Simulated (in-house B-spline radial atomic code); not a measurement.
## Ionising the sulfur ion S⁹⁺ with different functionals

Computed with an all-electron radial atomic-structure program (B-spline basis): four-component Dirac-Coulomb Hamiltonian, Fermi nucleus of rms radius 3.2611 fm, spin-restricted, spherical fractional occupations for the functionals. The ionisation energy is the difference of two self-consistent energies, [He] 2s2 2p3 → [He] 2s2 2p2, without Breit or QED terms; ε is the level of the shell that loses the electron (mean over j). The electron is taken from both j subshells in proportion to 2j + 1, so the result is a j average, not the step between ground levels.

Hybrids are left out here: with spherical fractional occupations of an open shell their exact exchange keeps a self-interaction that integer-occupation calculations don't have.

```json
{"method": "LDA VWN5", "rung": "LDA", "ΔSCF (eV)": "442.62", "-ε(2p) (eV)": "414.17"}
{"method": "relativistic LDA", "rung": "LDA", "ΔSCF (eV)": "442.51", "-ε(2p) (eV)": "414.07"}
{"method": "LDA PW92", "rung": "LDA", "ΔSCF (eV)": "442.60", "-ε(2p) (eV)": "414.16"}
{"method": "LDA exchange-only", "rung": "LDA", "ΔSCF (eV)": "440.14", "-ε(2p) (eV)": "411.70"}
{"method": "PBE", "rung": "GGA", "ΔSCF (eV)": "442.85", "-ε(2p) (eV)": "414.39"}
{"method": "PBEsol", "rung": "GGA", "ΔSCF (eV)": "442.39", "-ε(2p) (eV)": "413.97"}
{"method": "BLYP", "rung": "GGA", "ΔSCF (eV)": "443.14", "-ε(2p) (eV)": "414.64"}
{"method": "RPBE", "rung": "GGA", "ΔSCF (eV)": "442.72", "-ε(2p) (eV)": "414.29"}
{"method": "PW91", "rung": "GGA", "ΔSCF (eV)": "443.24", "-ε(2p) (eV)": "414.76"}
{"method": "BP86", "rung": "GGA", "ΔSCF (eV)": "443.07", "-ε(2p) (eV)": "414.61"}
{"method": "AM05", "rung": "GGA", "ΔSCF (eV)": "442.20", "-ε(2p) (eV)": "413.80"}
{"method": "OLYP", "rung": "GGA", "ΔSCF (eV)": "443.29", "-ε(2p) (eV)": "414.99"}
```

Q: How do they compare with the NIST value?

A: NIST lists 447.7 eV ± 0.3 (semi-empirical, ground level to ground level). Errors run from -7.56 to -4.41 eV. The correlated functionals all miss on the same side by more than they spread, so the cause is common to them (Breit-QED terms, spin polarisation, the choice among j levels, multiplet and fine-structure energies, or a listed next ion that isn't the cheapest removal here) and closeness doesn't rank the functionals.
